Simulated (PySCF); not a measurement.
A structure optimised at B3LYP-D3(BJ)/def2-TZVP, used in a PySCF frequency run:

```
Al
F 1 1.6522
H 1 1.5638 2 119.55
Se 1 2.3116 3 124.78 2 180.00
H 4 1.4733 1 90.68 3 0.00
```
Charge 0, spin multiplicity 1.

Problem. Write its SMILES, formula and point group.

Solution. [F][AlH][SeH], AlFH2Se, Cs

Problem. What are its rotational constants (standard atomic weights)?

Solution. 21.510, 2.2298, 2.0203 GHz
